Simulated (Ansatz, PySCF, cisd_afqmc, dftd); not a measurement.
System: NaF, charge 0, singlet. NaF (SMILES [F][Na]).
B3LYP-D3(BJ)/def2-TZVP minimum from Ansatz (a program for electronic structure):
```
Na
F 1 1.9271
```

Wanted: enthalpy of formation at 298 K (by atomisation, with ideal-gas terms from PySCF's Hessian at B3LYP-D3(BJ)/def2-TZVP and the atoms' measured values of the G2/97 table; no spin-orbit terms), in kcal/mol. UHF or UKS for unpaired electrons; spin-orbit terms are left out. Correlated methods leave the cores frozen. No relativity. The Monte Carlo rows (phaseless AFQMC, CISD trial, step 0.005/hartree) carry one-sigma bars that omit the constraint's bias. Outlying blocks are dropped, and bars are widened where a walk drifts. Over all cases where full CI ran beside it in this data, AFQMC minus full CI had a median of +0.1 mEh and passed +0.4 mEh in a tenth of the cases. CBS(X,Y): correlation extrapolated as X^-3, Hartree-Fock from the larger set. A bracket is a step between two methods taken in the basis named. Double hybrids freeze cores in their MP2 part. Full CI freezes restricted core orbitals, also for open shells; the composite that ends in it estimates full CI at the basis-set limit. Where a partner has so few electrons that a lower coupled-cluster level is exact, that level stands in.

```json
[
 {"level": "r2SCAN/def2-TZVPD", "program": "Ansatz", "enthalpy of formation at 298 K (kcal/mol)": "-67.3", "difference against the last row": "3.7"},
 {"level": "B2PLYP/def2-TZVPD", "program": "Ansatz", "enthalpy of formation at 298 K (kcal/mol)": "-67.8", "difference against the last row": "3.2"},
 {"level": "B2GP-PLYP-D3(BJ)/def2-TZVPD", "program": "Ansatz + dftd3", "enthalpy of formation at 298 K (kcal/mol)": "-67.5", "difference against the last row": "3.5"},
 {"level": "MP2/CBS(def2-TZVPP,def2-QZVPP)", "program": "Ansatz", "enthalpy of formation at 298 K (kcal/mol)": "-77.9", "difference against the last row": "-6.9"},
 {"level": "CCSDT(Q)/def2-SVP", "program": "Ansatz", "enthalpy of formation at 298 K (kcal/mol)": "-54.4", "difference against the last row": "16.6"},
 {"level": "CCSD(T)/CBS(def2-TZVPP,def2-QZVPP) + [AFQMC/CISD - CCSD(T)]/def2-TZVPP", "program": "Ansatz + cisd_afqmc", "enthalpy of formation at 298 K (kcal/mol)": "-71.0 ± 0.2", "difference against the last row": "0.0"},
 {"level": "CCSD(T)/CBS(def2-TZVPP,def2-QZVPP) + [CCSDT(Q) - CCSD(T)]/def2-QZVPP + [CCSDTQ - CCSDT(Q)]/def2-TZVPP", "program": "Ansatz", "enthalpy of formation at 298 K (kcal/mol)": "-71.0", "difference against the last row": "0.0"},
 {"level": "CCSD(T)/CBS(def2-TZVPP,def2-QZVPP) + [CCSDT(Q) - CCSD(T)]/def2-QZVPP + [FCI - CCSDT(Q)]/def2-SVP", "program": "Ansatz", "enthalpy of formation at 298 K (kcal/mol)": "-71.0", "difference against the last row": "0.0"}
]
```
